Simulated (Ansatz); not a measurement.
Ideal-gas functions of AuH4NS, SMILES `[NH3+][Au-][SH]` at 600 K and 1 bar, from an Ansatz frequency run at PBE0-D4/def2-TZVP.

Molar mass 247.07 g/mol, point group C1 (symmetry number 1), electronic degeneracy 1, moments of inertia 4.454, 245.987, 247.721 u Å². Harmonic wavenumbers (cm⁻¹, unscaled): 22, 126, 128, 377, 413, 632, 651, 721, 1226, 1656, 1658, 2691, 3493, 3605, 3605.

Use S(trans) = R[1.5 ln M + 2.5 ln T − 1.1517]; rotational temperatures θ = 24.2544 K / I; S(rot) = R[ln(√π/σ · √(T³/θAθBθC)) + 1.5]; for each mode x = 1.438777 ν̃/T, S = R[x/(eˣ − 1) − ln(1 − e⁻ˣ)] and H = RT x/(eˣ − 1); 1 cm⁻¹ = 0.0119627 kJ/mol; R = 8.31446 J/(mol·K).

Problem. By hand: the entropy, in J/(mol·K).

Solution. Translation 192.1. Rotation: θ = 5.4455, 0.0986, 0.0979 K, giving 109.3. Vibration, mode by mode: 32.78, 18.30, 18.17, 9.43, 8.73, 5.61, 5.41, 4.73, 1.82, 0.79, 0.79, 0.10, 0.02, 0.01, 0.01, in all 106.7. Electronic 0.0. Sum 408.1 J/(mol·K).

Problem. By hand: H − E and G − E in kJ/mol, counted from the electronic energy.

Solution. Zero-point energy ½ × 21004 × 0.0119627 = 125.6; thermal vibration 27.1; translation, rotation and pV give 4 RT = 20.0. H − E = 172.7 kJ/mol, and G − E = 172.7 − 600 × 408.1/1000 = -72.2 kJ/mol.

Vibration gives 26 % of the entropy, 69.2 J/(mol·K) of it from the modes under 150 cm⁻¹: soft modes count most, and the harmonic formula is weakest for them. The sum counts one conformer and one mirror image; others add a mixing term.
